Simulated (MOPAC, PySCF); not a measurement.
[Zn(NH2)2], neutral singlet in the gas phase. 

Cartesian coordinates (Å):
```xyz
7

Zn     0.0348    -0.0128    -0.0049
N      0.4830     1.0771     1.3947
H      1.4911     1.2584     1.4859
H      0.1790     0.7268     2.3133
N     -0.6743    -1.0053    -1.3687
H     -0.0804    -1.7851    -1.6797
H     -0.8869    -0.4620    -2.2163
```
Charge 0, multiplicity 1.

All levels are single points at this geometry (PBE-D3(BJ)/def2-SVP); Pople sets use spherical d functions. Orbital energies aren't observables, and empty levels follow the basis.

HF/3-21G in PySCF gives HOMO (eV) = -9.64.

Q: Estimate the HOMO (eV) from each of these levels: TPSSh-D3(BJ)/def2-TZVP in PySCF; M06-2X/6-31G* (LANL2DZ on Zn) in PySCF; AM1 in MOPAC; PM3 in MOPAC; PM6 in MOPAC.

A: 
```json
[
 {"level": "TPSSh-D3(BJ)/def2-TZVP in PySCF", "HOMO (eV)": "-6.09"},
 {"level": "M06-2X/6-31G* (LANL2DZ on Zn) in PySCF", "HOMO (eV)": "-7.70"},
 {"level": "AM1 in MOPAC", "HOMO (eV)": "-9.52"},
 {"level": "PM3 in MOPAC", "HOMO (eV)": "-9.39"},
 {"level": "PM6 in MOPAC", "HOMO (eV)": "-9.38"}
]
```
